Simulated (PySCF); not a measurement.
C6H6OSe, SMILES c1c(ccc(c1)O)[SeH] at its GFN2-xTB optimised geometry (Å):

```
14

O     -2.9144    -0.0253    -0.0081
C     -1.5557    -0.0378    -0.0047
C     -0.8243    -1.2203    -0.0037
C      0.5565    -1.1820    -0.0014
C      1.2179     0.0372     0.0000
Se     3.1366     0.0372     0.0000
C      0.4921     1.2206     0.0000
C     -0.8865     1.1833    -0.0022
H     -3.2526    -0.9289    -0.0104
H     -1.3377    -2.1729    -0.0048
H      1.1231    -2.1033    -0.0010
H      3.2526     1.4786     0.0101
H      1.0038     2.1729     0.0017
H     -1.4662     2.0926    -0.0020
```

Calculation: CAM-B3LYP/def2-TZVP in PySCF. Cells within 0.4 Å of a nucleus heavier than hydrogen are left out (blank, or x).

Map of the deformation density (molecule minus spherical neutral atoms) (e/bohr³) on the plane z = 0.0 Å:

```
|1111111111111111111111111|
|1111111111111111111111111|
|1111111111111111111111111|
|1111111111111111111111111|
|1111111111111111111111111|
|1111111111111111111111111|
|1111111111111111111111111|
|1111111113211251111111111|
|1111111129511492111111111|
|1111111114x77x41112721111|
|1111221015x55x72112521111|
|1111241119500393220110111|
|11111xx6xx1000xx43xx21111|
|1111161219400393211231111|
|1111072015x45x72110121111|
|1111000113xx7x62111111111|
|1111111127611394111111111|
|1111111115311131111111111|
|1111111111111111111111111|
|1111111111111111111111111|
|1111111111111111111111111|
|1111111111111111111111111|
|1111111111111111111111111|
|1111111111111111111111111|
|1111111111111111111111111|
```
Scale: ten equal steps from -0.027 (start of '0') to 0.114 (end of '9'), in the order '0123456789'; x runs from -5.50 to 5.50, y from -5.50 (bottom) to 5.50 (top).
